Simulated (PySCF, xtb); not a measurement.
Si(H)2(OMe)(PH2) (CH7OPSi), SMILES CO[SiH2]P.

xtb 6.7.1 with GFN2-xTB at its own geometry gives an orbital gap of 4.70 eV and a dipole moment of 0.64 D.

The structure is a stationary point at B3LYP-D3(BJ)/def2-SVP. The values are those of a single conformer.

What does PBE/def2-TZVP run with PySCF give? (Estimate from the structure and the level; the computed values follow.)

gap 5.43 eV (levels -6.21 and -0.77 eV), dipole 0.40 D.
